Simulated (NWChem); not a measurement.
System: GaBrCl₂; SMILES [Cl][Ga]([Cl])[Br]

Input file for NWChem:

```
start job
memory heap 200 mb stack 900 mb global 1100 mb
geometry units angstroms noautosym nocenter noautoz
  Ga     0.000000     0.000000    -0.409804
  Cl     0.000000     1.845241    -1.496917
  Cl     0.000000    -1.845241    -1.496917
  Br     0.000000     0.000000     1.866854
end
basis spherical
  * library def2-svpd
end
dft
  xc b3lyp
  iterations 150
end
property
  response 1 0.0
end
task dft property
```

Geometry: optimised at PBE-D3(BJ)/def2-SVP.

Static field.

Predict the main results of this run. (B3LYP/def2-SVPD.) Quantities: isotropic polarisability (bohr³); anisotropy (bohr³).


```
Item                              Value
--------------------------------  -----
isotropic polarisability (bohr³)   78.1
anisotropy (bohr³)                 32.7
```
